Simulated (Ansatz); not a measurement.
B₂P₂⁺. Charge 1, multiplicity 2. Geometry PBE-D4/def2-TZVP, basis def2-TZVP, Ansatz.

Cartesian coordinates in Å:
```
B 0.271 0.823 -0.247
B -0.462 0.738 1.140
P -0.061 -1.068 0.593
P 0.252 -0.493 -1.486
```

```tsv
run	HOMO (eV)	LUMO (eV)
A	-13.13	-10.05
B	-14.09	-8.99
C	-11.76	-10.60
D	-12.39	-10.83
E	-12.01	-10.85
```

Another isomer (doublet) lies 0.53 eV lower at PBE0-D4/def2-TZVP; other spin states weren't run for this one.

HOMO and LUMO are taken over both spins.

Problem. The runs used BHLYP, BLYP, PBE, PBE0, r2SCAN. Estimate which is which.

Solution. A PBE0 (25 % exact exchange); B BHLYP (50 % exact exchange); C BLYP (0 % exact exchange); D r2SCAN (0 % exact exchange); E PBE (0 % exact exchange). Exact exchange lowers occupied and raises empty levels; among semilocal functionals meta-GGAs tend to open the gap a little, and such runs are hard to tell apart. The gap grows from 1.16 eV (PBE) to 5.10 eV (BHLYP).
